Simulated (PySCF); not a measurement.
C2H7BO2Si, SMILES OB(O)/C=C/[SiH3]. Atoms are numbered in the order given.

```xyz
13

Si     2.6188    -0.2002     0.4251
C      0.7510    -0.3260     0.4629
C     -0.0785     0.3006    -0.3913
B     -1.6475     0.1977    -0.3582
O     -2.3352    -0.5704     0.5347
O     -2.3491     0.9159    -1.2719
H      3.1355     0.3493     1.7175
H      3.0287     0.6960    -0.6968
H      3.2331    -1.5514     0.2349
H      0.3153    -0.9634     1.2505
H      0.3627     0.9356    -1.1716
H     -1.7631    -1.0489     1.1415
H     -3.2988     0.7866    -1.1693
```
Charge 0, spin multiplicity 1.

Geometry: PBE0-D3(BJ)/def2-SVP. The structure was generated by enumeration; whether it is a known compound was not checked. One conformer was computed; it need not be the lowest.

Level of theory: KT2/pcSseg-1 run with PySCF.

GIAO shieldings, no solvent; atoms listed in one row are averaged. δ = σ(ref) − σ: ²⁹Si against TMS (σ = 361.9 ppm); ¹³C against TMS (σ = 185.1 ppm); ¹¹B against BF3 (σ = 89.8 ppm); ¹⁷O against H2O (σ = 330.4 ppm); ¹H against TMS (σ = 31.47 ppm), references at their B3LYP-D3(BJ)/def2-TZVP geometries, non-relativistic.

Computed chemical shifts:
```tsv
nucleus	atoms	count	δ (ppm)
²⁹Si	Si1	1	-65.8
¹³C	C3	1	148.7
¹³C	C2	1	138.1
¹¹B	B4	1	10.7
¹⁷O	O6	1	117.0
¹⁷O	O5	1	101.0
¹H	H11	1	6.97
¹H	H10	1	6.50
¹H	H7, H8, H9	3	4.57
¹H	H12	1	4.47
¹H	H13	1	4.03
```
